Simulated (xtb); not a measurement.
ClSr (SMILES [Cl][Sr+]), charge +1, singlet, geometry from GFN2-xTB (such geometries of metal compounds can be far from the true shape); xtb with GFN0-xTB.

Here is a job for xtb.
```
$ xtb mol.xyz --gfn 0 --chrg 1 --json

# file mol.xyz
2

Sr    -0.00000000    -0.00000000    -0.76811428
Cl     0.00000000     0.00000000     1.71696133
```

It wrote (shortened):

```
   ID    Z sym.   atoms
    1   38 Sr     1
    2   17 Cl     2

           -------------------------------------------------
          |                Calculation Setup                |
           -------------------------------------------------

           -------------------------------------------------
          |                 G F N 0 - x T B                 |
           -------------------------------------------------

          ...................................................
          :                      SETUP                      :
          :.................................................:
          :  # basis functions                  20          :
          :  # atomic orbitals                  18          :
          :  # shells                            6          :
          :  # electrons                         8          :
          :  electronic temp.          300.0000000     K    :
          :  accuracy                    1.0000000          :
          :  -> integral cutoff          0.2500000E+02      :
          :  -> integral neglect         0.1000000E-07      :
          ...................................................

         :::::::::::::::::::::::::::::::::::::::::::::::::::::
         ::                     SUMMARY                     ::
         :::::::::::::::::::::::::::::::::::::::::::::::::::::
         :: total energy              -3.239777913963 Eh    ::
         :: gradient norm              0.021031111317 Eh/a0 ::
         :: HOMO-LUMO gap              7.027261544751 eV    ::
         ::.................................................::
         :: H0 energy                 -4.686144069640 Eh    ::
         :: repulsion energy           0.001451016636 Eh    ::
         :: electrostat energy         1.445136585820 Eh    ::
         :: -> Gsolv                   0.000000000000 Eh    ::
         ::    -> Gsasa                0.000000000000 Eh    ::
         ::    -> Gshift               0.000000000000 Eh    ::
         :: dispersion energy         -0.000221446780 Eh    ::
         :: short-range corr.          0.000000000000 Eh    ::
         :: add. restraining           0.000000000000 Eh    ::
         :: total charge               1.000000000000 e     ::
         :::::::::::::::::::::::::::::::::::::::::::::::::::::

           -------------------------------------------------
          |                Property Printout                |
           -------------------------------------------------

    * Orbital Energies and Occupations

         #    Occupation            Energy/Eh            Energy/eV
      -------------------------------------------------------------
         1        2.0000           -0.9727827             -26.4708
         2        2.0000           -0.4570437             -12.4368
         3        2.0000           -0.4566228             -12.4253
         4        2.0000           -0.4566228             -12.4253 (HOMO)
         5                         -0.1983757              -5.3981 (LUMO)
         6                         -0.0661881              -1.8011
         7                         -0.0661881              -1.8011
         8                         -0.0652981              -1.7769
         9                         -0.0649404              -1.7671
        10                         -0.0649404              -1.7671
        11                         -0.0626322              -1.7043
        12                         -0.0626322              -1.7043
        13                         -0.0294632              -0.8017
        14                          0.0113065               0.3077
        15                          0.0113065               0.3077
       ...                                ...                  ...
        18                          0.1834425               4.9917
      -------------------------------------------------------------
                  HL-Gap            0.2582471 Eh            7.0273 eV
             Fermi-level            0.0000000 Eh            0.0000 eV

     #   Z          covCN         q      C6AA      α(0)
     1  38 Sr       0.690     0.635  1996.213   185.841
     2  17 Cl       0.690     0.365    86.933    14.249

 Mol. C6AA /au·bohr⁶  :       2667.739533
 Mol. C8AA /au·bohr⁸  :     510929.232032
 Mol. α(0) /au        :        200.089823

Wiberg/Mayer (AO) data.
largest (>0.10) Wiberg bond orders for each atom

 ---------------------------------------------------------------------------
     #   Z sym  total        # sym  WBO       # sym  WBO       # sym  WBO
 ---------------------------------------------------------------------------
     1  38 Sr  -0.165
     2  17 Cl  -0.165
 ---------------------------------------------------------------------------

 dipole moment from electron density (au)
     X       Y       Z
   0.0000  -0.0000  -6.0840  total (Debye):   15.464

           -------------------------------------------------
          | TOTAL ENERGY               -3.239777913963 Eh   |
          | GRADIENT NORM               0.021031111317 Eh/α |
          | HOMO-LUMO GAP               7.027261544751 eV   |
           -------------------------------------------------

normal termination of xtb
```
